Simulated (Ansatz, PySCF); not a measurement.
Ta(O)(Cl)2(Me) (CH₃Cl₂OTa), SMILES [CH3][Ta](=[O])([Cl])[Cl], multiplicity 1.

Geometry optimised at B3LYP-D3(BJ)/def2-SVP. The spin state was assumed, not searched. The structure was generated by enumeration; whether it is a known compound was not checked. The def2 effective core potentials stand for the cores of Ta; spin–orbit coupling is left out.

Vertical ionisation energy (IE) and electron affinity (EA) in eV. Rows of orbital energies are one-electron estimates. Where ΔSCF, EOM or ADC give a negative EA the extra electron is unbound and the value depends on the basis.

```json
[
 {"level": "−ε(HOMO), −ε(LUMO), B3LYP/def2-TZVP (PySCF)", "IE": "___", "EA": "___"},
 {"level": "−ε(HOMO), −ε(LUMO), PBE/def2-TZVP (PySCF)", "IE": "7.79", "EA": "3.42"},
 {"level": "ΔSCF, CAM-B3LYP/def2-SVPD (Ansatz), final states of multiplicity 2 and 2", "IE": "11.42", "EA": "1.13"},
 {"level": "ΔSCF, PBE/def2-SVPD (Ansatz), final states of multiplicity 2 and 2", "IE": "10.70", "EA": "0.80"}
]
```

### Question
Complete the blanks. (Estimate from the structure and the level; the computed values follow.)

### Answer

- −ε(HOMO), −ε(LUMO), B3LYP/def2-TZVP (PySCF), IE: 8.93
- −ε(HOMO), −ε(LUMO), B3LYP/def2-TZVP (PySCF), EA: 2.82

### Question
What vertical singlet–triplet gap does ΔSCF give with CAM-B3LYP/def2-SVPD (Ansatz, an electronic-structure program) and with PBE/def2-SVPD (Ansatz)? (The exact figures need the calculation; the answer reports its results.)

### Answer
4.42 and 4.31 eV (triplet above singlet where positive).
